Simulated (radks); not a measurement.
Problem. The mean radii <r> (bohr) of the occupied orbitals of an atom or ion are listed with their occupations. All-electron calculation, scalar-relativistic Kohn-Sham, PBE, spin-polarised, spherical densities, finite nucleus; Fermi nuclear charge, rms radius of each element as measured or else 0.836 A^(1/3) + 0.57 fm. Program: a radial shooting solver on a logarithmic mesh with Libxc functionals.

orbital  occ.      <r>
1s up       1  0.03344
1s down     1  0.03344
2s up       1   0.1448
2s down     1   0.1446
2p up       3   0.1261
2p down     3   0.1260
3s up       1   0.3700
3s down     1   0.3707
3p up       3   0.3623
3p down     3   0.3632
3d up       2   0.3266

Name the element and its charge. Open shells, if any, are filled with parallel spins first.

Solution. Z = 44, ruthenium, charge +24: Ru24+ in [Ar] 3d2. The 1s radius gives Z: for a bare nucleus <r> = (2 gamma + 1)/(2Z) with gamma = sqrt(1 - (Z/c)^2), 0.03289 bohr for Z = 44, and screening makes it slightly larger (0.03344 here). The occupations add up to 20, and the charge is Z minus that.
